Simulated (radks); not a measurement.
Values are calculated unless marked as measured or tabulated.
Task: Successive ionisation energies (eV) of one element, from differences of total energies of ions in their ground configurations, starting at charge 22: 2075.6, 2239.8, 2357.4, 2472.6, 2664.2, 2782.2, 11880.9, 12395.9. Code: a radial shooting solver on a logarithmic mesh with Libxc functionals. Model: scalar-relativistic Kohn-Sham, r2SCAN, spin-polarised, spherical densities, finite nucleus; open shells are filled with parallel spins first; meta-GGA in the generalised Kohn-Sham scheme; Fermi nuclear charge, rms radius 3.9283 fm. Which element is it?

Result: Zinc (Z = 30). The first species listed is Zn22+ in [He] 2s2 2p4, the last Zn29+ in 1s1.
